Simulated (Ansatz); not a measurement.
BrSi (`[Si]Br`) radical. The species carries charge 0 and has multiplicity 2. Geometry: relaxed with PBE0-D4/def2-TZVP.

```xyz
2

Si    0.026   -0.691   -0.875
Br   -0.026    0.691    0.875
```

Question: What is the dipole moment at B3LYP/def2-TZVPP? (An estimate is asked.)

Answer: The calculation gave: 0.84 D, with components (0.02, -0.52, -0.66) D in this frame, pointing from negative to positive charge.

Question: And with PBE, r2SCAN, ωB97M-V? (Estimate.)

Answer: Ansatz gave: PBE 0.58 D, r2SCAN 0.64 D, ωB97M-V 1.01 D.

Question: Give the Mulliken charges with B3LYP, r2SCAN, PBE in def2-TZVPP. (Estimate.)

Answer: Computed: 
```tsv
atom	B3LYP	r2SCAN	PBE
Si1	0.18	0.18	0.15
Br2	-0.18	-0.18	-0.15
```

B3LYP here is the variant with VWN-RPA as its local correlation; programs differ in this.
